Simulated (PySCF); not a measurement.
# What a mistake does to a calculation on BClH5Si2

Calculated results; nothing here was measured. The program is PySCF 2.14.0, an open-source quantum chemistry code, run on an isolated molecule that a program drew, which may never have been made. The molecule is BClH5Si2 (charge 0, doublet), drawn as the SMILES string `[SiH2][SiH2]BCl`.

Each row is a Hartree-Fock (HF) and frozen-core CCSD(T) single point in the cc-pV(D+d)Z basis, meant for a local HF minimum. Run 1 is clean. Each other run has one planted mistake out of seven kinds, and not every kind appears here: one electron removed, one electron added, multiplicity raised by two, geometry at a saddle point, minimal basis STO-3G, one bond length entered in bohr, all coordinates scaled. The reference is restricted for singlets and unrestricted otherwise, and also for a bond in bohr. Adding or removing an electron swaps singlet and doublet. Electrons count all cores. HOMO and LUMO are orbital energies over both spins, the gradient is its largest component, and the lowest frequency (negative if imaginary) is given only where the gradient is small. Bond lengths are over the 8 bonds as drawn. T1 is the CCSD diagnostic: over 0.02 (restricted) or 0.045 (unrestricted) a single reference is doubtful.

Geometry of the clean run:
```xyz
9
BClH5Si2, angstrom
Si    1.2023   -0.4078   -1.2972
Si   -0.2730    0.9234   -0.0152
B     0.2696    2.8781   -0.2008
Cl    1.3725    3.6231    0.9591
H     2.6121   -0.3251   -0.8431
H     1.1355   -0.1122   -2.7499
H    -0.2152    0.4726    1.3955
H    -1.6448    0.7141   -0.5417
H    -0.0778    3.5722   -1.1093
```

| run | electrons | basis functions | <S^2> | HOMO (eV) | LUMO (eV) | gradient (hartree/bohr) | lowest frequency (cm^-1) | mean bond (Å) | longest bond (Å) | T1 | HF (hartree) | CCSD(T) (hartree) | mistake |
|---|---|---|---|---|---|---|---|---|---|---|---|---|---|
| 1 | 55 | 108 | 0.762 | -8.78 | 0.50 | 4.7e-06 | 39 | 1.6620 | 2.365 | 0.0167 | -1064.95896 | -1065.44197 | no fault |
| 2 | 55 | 108 | 0.763 | -8.71 | 0.59 | 2.1e-02 | - | 1.6088 | 2.289 | 0.0165 | -1064.95051 | -1065.43338 | all coordinates scaled |
| 3 | 55 | 108 | 3.772 | -6.96 | -2.24 | 4.8e-02 | - | 1.6620 | 2.365 | 0.0331 | -1064.81869 | -1065.29798 | multiplicity raised by two |
| 4 | 54 | 108 | 0.000 | -15.28 | -6.84 | 4.8e-02 | - | 1.6620 | 2.365 | 0.0236 | -1064.67100 | -1065.14928 | ? |
| 5 | 55 | 37 | 0.754 | -6.20 | 5.23 | 2.9e-02 | - | 1.6620 | 2.365 | 0.0120 | -1053.05570 | -1053.21292 | ? |

**Which mistake was planted in run 4, and what did it cost?**

It counts 54 electrons, one fewer than the clean run, at the same geometry and basis. So the mistake is: one electron removed. Subtracting run 1 and multiplying by 627.51 kcal/mol a hartree, the energy moved by 180.7 kcal/mol in HF and 183.7 kcal/mol in CCSD(T).

**Which mistake was planted in run 5, and what did it cost?**

It has 37 basis functions where the clean run has 108, with the same electrons and geometry. So the mistake is: minimal basis STO-3G. Subtracting run 1 and multiplying by 627.51 kcal/mol a hartree, the energy moved by 7469.4 kcal/mol in HF and 7673.8 kcal/mol in CCSD(T).

Cautions from the logs. Run 4: T1 is over the limit, so its CCSD(T) energy is less reliable.
